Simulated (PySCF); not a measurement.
Delta-SCF ions had no search for a lower state. Excitations are Tamm–Dancoff values on a coarser integration grid. The basis has no diffuse functions, so Rydberg states are missing or too high.

# C$_{7}$H$_{7}$F$_{3}$Si, SMILES `FC(F)(F)c1ccccc1[SiH3]` (charge 0, multiplicity 1)

Calculation: PBE-D3(BJ)/def2-TZVP // B3LYP-D3(BJ)/def2-SVP (PySCF).

HOMO: -6.82 eV
dipole moment: 2.70 D
HOMO–LUMO gap: 4.63 eV
LUMO: -2.19 eV
S1 excitation (TDA): 4.97 eV
S1 oscillator strength: 0.011
brightest of the four lowest singlets (TDA): 5.78 eV
T1 excitation (TDA): 3.98 eV
S1–T1 gap (TDA): 1.00 eV
vertical ionisation energy (Delta-SCF): 9.38 eV
total energy: -859.4648 Ha
cost: about 21 core-minutes (a rough figure)

Bond lengths (Å): F1–C2 1.342, C2–F3 1.351, C2–F4 1.346, C2–C5 1.511, C5–C6 1.398, C5–C10 1.412, C6–C7 1.396, C6–H12 1.091, C7–C8 1.394, C7–H13 1.092, C8–C9 1.398, C8–H14 1.093, C9–C10 1.406, C9–H15 1.093, C10–Si11 1.898, Si11–H16 1.489, Si11–H17 1.486, Si11–H18 1.492. Bond angles (°): F1–C2–F3 107.1, F1–C2–F4 107.1, F1–C2–C5 112.4, F3–C2–F4 106.7, F3–C2–C5 111.6, F4–C2–C5 111.6, C2–C5–C6 118.3, C2–C5–C10 120.4, C6–C5–C10 121.2, C5–C6–C7 120.2, C5–C6–H12 119.5, C7–C6–H12 120.2, C6–C7–C8 119.6, C6–C7–H13 119.9, C8–C7–H13 120.5, C7–C8–C9 119.9, C7–C8–H14 120.3, C9–C8–H14 119.9, C8–C9–C10 121.8, C8–C9–H15 118.8, C10–C9–H15 119.4, C5–C10–C9 117.3, C5–C10–Si11 125.5, C9–C10–Si11 117.3, C10–Si11–H16 111.4, C10–Si11–H17 111.9, C10–Si11–H18 106.0, H16–Si11–H17 109.7, H16–Si11–H18 108.4, H17–Si11–H18 109.4.
